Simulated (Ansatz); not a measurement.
Reaction: BeCl2 (SMILES [Cl][Be][Cl]) → BeCl2 (parent SMILES [Cl][Be][Cl], triplet)
Each species at its own B3LYP-D3(BJ)/def2-TZVP minimum (Ansatz, a first-principles code).

Total energies in hartree (Ansatz). Radicals and triplets start from unrestricted determinants; spin-orbit coupling is neglected. Cores are frozen in correlated methods. No relativity. The spin of BeCl2 (parent SMILES [Cl][Be][Cl], triplet) was assumed, and the state is the lowest solution found for it.

```csv
species,HF/def2-TZVPP,CCSD(T)/def2-TZVPP,HF/def2-QZVPP,CCSD(T)/def2-QZVPP,CCSDT(Q)/def2-TZVPP
1: BeCl2 (SMILES [Cl][Be][Cl]),-933.81743,-934.27819,-933.84869,-934.35789,-934.27995
"2: BeCl2 (parent SMILES [Cl][Be][Cl], triplet)",-933.64353,-934.09561,-933.67385,-934.17128,-934.09822
```

### Question
Work out the adiabatic triplet-singlet gap (electronic) in kcal/mol: take Hartree-Fock from def2-QZVPP, extrapolate the CCSD(T) correlation energy as X^-3 (X = 3, 4), and add CCSDT(Q) - CCSD(T) in def2-TZVPP. 1 hartree = 627.51 kcal/mol.

### Answer

Species 1: correlation (64·(-0.50920) - 27·(-0.46076))/37 = -0.54455; step -0.00176; E1 = -933.84869 + (-0.54455) + (-0.00176) = -934.39500
Species 2: correlation (64·(-0.49743) - 27·(-0.45208))/37 = -0.53052; step -0.00261; E2 = -933.67385 + (-0.53052) + (-0.00261) = -934.20698
-1·E1 +1·E2 = 0.18802 hartree = 118.0 kcal/mol.
